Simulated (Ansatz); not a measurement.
Cost and result up the ladder for BMe2(iPr) (C5H13B) (19 atoms). Total charge 0; singlet. Geometry: PBE-D4/def2-SVP.

```xyz
19

B    -0.266   -0.746    0.009
C     0.062   -2.124    0.701
H     0.056   -2.045    1.810
H     1.121   -2.369    0.446
H    -0.560   -2.987    0.391
C    -1.298   -0.678   -1.181
H    -2.308   -0.697   -0.703
H    -1.274   -1.578   -1.831
H    -1.263    0.234   -1.810
C     0.479    0.573    0.507
C    -0.489    1.740    0.771
C     1.529    0.959   -0.558
H     1.026    0.355    1.452
H    -1.232    1.496    1.559
H    -1.056    2.014   -0.144
H     0.056    2.651    1.102
H     2.101    1.859   -0.247
H     2.265    0.147   -0.739
H     1.051    1.195   -1.533
```

Ansatz on 4 threads of Arm Neoverse V1 on a shared host. Times are rough, and most runs start from the orbitals of an earlier one. ωB97X-V/def2-TZVPD serves as the yardstick here, not as an exact answer. Differences are given only for rows in sets of like size (and for xTB, whose basis is part of the method), since another set adds its own error. Binding counts from free atoms at the same level (B doublet, C triplet, H doublet; other spins of the atoms weren't run), without zero-point energy or a counterpoise term.

Correlated methods freeze 6 core orbitals. The rows differ in basis, and correlated rows in double-zeta sets carry the largest basis error.

Correlated methods converge slowly with the basis, most of all in double-zeta sets.

```json
{"level": "HF/STO-3G", "functions": "43", "wall time": "0.2 s", "binding energy per atom (eV)": "4.01", "difference from ωB97X-V/def2-TZVPD (eV)": "–"}
{"level": "PBE-D4/def2-SVP", "functions": "149", "wall time": "1.5 s", "binding energy per atom (eV)": "4.17", "difference from ωB97X-V/def2-TZVPD (eV)": "–"}
{"level": "PBE0-D4/def2-SVP", "functions": "149", "wall time": "1.9 s", "binding energy per atom (eV)": "4.14", "difference from ωB97X-V/def2-TZVPD (eV)": "–"}
{"level": "PBE-D4/def2-TZVP", "functions": "264", "wall time": "3.5 s", "binding energy per atom (eV)": "4.14", "difference from ωB97X-V/def2-TZVPD (eV)": "0.06"}
{"level": "MP2/def2-TZVP", "functions": "264", "wall time": "4.1 s", "binding energy per atom (eV)": "3.97", "difference from ωB97X-V/def2-TZVPD (eV)": "-0.11"}
{"level": "PBE0-D4/def2-TZVP", "functions": "264", "wall time": "4.4 s", "binding energy per atom (eV)": "4.10", "difference from ωB97X-V/def2-TZVPD (eV)": "0.02"}
{"level": "PBE-D4/def2-TZVPD", "functions": "339", "wall time": "4.9 s", "binding energy per atom (eV)": "4.14", "difference from ωB97X-V/def2-TZVPD (eV)": "0.06"}
{"level": "PBE0-D4/def2-TZVPD", "functions": "339", "wall time": "6 s", "binding energy per atom (eV)": "4.10", "difference from ωB97X-V/def2-TZVPD (eV)": "0.02"}
{"level": "r2SCAN-D4/def2-TZVP (with forces)", "functions": "264", "wall time": "6.5 s", "binding energy per atom (eV)": "4.09", "difference from ωB97X-V/def2-TZVPD (eV)": "0.01"}
{"level": "ωB97X-V/def2-TZVP", "functions": "264", "wall time": "11 s", "binding energy per atom (eV)": "4.08", "difference from ωB97X-V/def2-TZVPD (eV)": "0.00"}
{"level": "B97M-V/def2-TZVP", "functions": "264", "wall time": "14 s", "binding energy per atom (eV)": "4.08", "difference from ωB97X-V/def2-TZVPD (eV)": "0.00"}
{"level": "ωB97X-V/def2-TZVPD", "functions": "339", "wall time": "18 s", "binding energy per atom (eV)": "4.08", "difference from ωB97X-V/def2-TZVPD (eV)": "0.00"}
{"level": "CCSD(T)/def2-SVP", "functions": "149", "wall time": "31 s", "binding energy per atom (eV)": "3.94", "difference from ωB97X-V/def2-TZVPD (eV)": "–"}
```
